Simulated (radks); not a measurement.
Values are calculated unless marked as measured or tabulated.
Hg V, 76 electrons, occupied as [Xe] 4f14 5d8. Code: a radial shooting solver on a logarithmic mesh with Libxc functionals. Model: scalar-relativistic Kohn-Sham, BLYP, spin-unpolarised, spherical densities, finite nucleus; Fermi nuclear charge, rms radius 5.4648 fm. Some entries of the table are withheld. Estimate them.

| orbital | occ. | eigenvalue (eV) | <r^2> (bohr^2) | r(max) (bohr) |
|---|---|---|---|---|
| 1s | 2 | -83195.09 | 0.0003809 | 0.01023 |
| 2s | 2 | -14788.45 | (1) | 0.05915 |
| 2p | 6 | -12764.61 | 0.004897 | 0.04906 |
| 3s | 2 | -3548.208 | 0.03735 | 0.1668 |
| 3p | 6 | -2963.178 | 0.03848 | 0.1664 |
| 3d | 10 | -2346.305 | 0.03187 | 0.1355 |
| 4s | 2 | (2) | (3) | 0.3757 |
| 4p | 6 | -627.7469 | 0.2057 | 0.3957 |
| 4d | 10 | -399.7067 | 0.2327 | 0.4027 |
| 5s | 2 | -168.4897 | 0.9012 | 0.8261 |
| 4f | 14 | -146.8535 | 0.2800 | 0.3663 |
| 5p | 6 | -116.2837 | 1.186 | 0.9244 |
| 5d | 8 | (4) | (5) | 1.132 |

Answer. 
(1) 2s <r^2> (bohr^2): 0.005797
(2) 4s eigenvalue (eV): -819.6490
(3) 4s <r^2> (bohr^2): 0.1799
(4) 5d eigenvalue (eV): -57.0638
(5) 5d <r^2> (bohr^2): 2.070
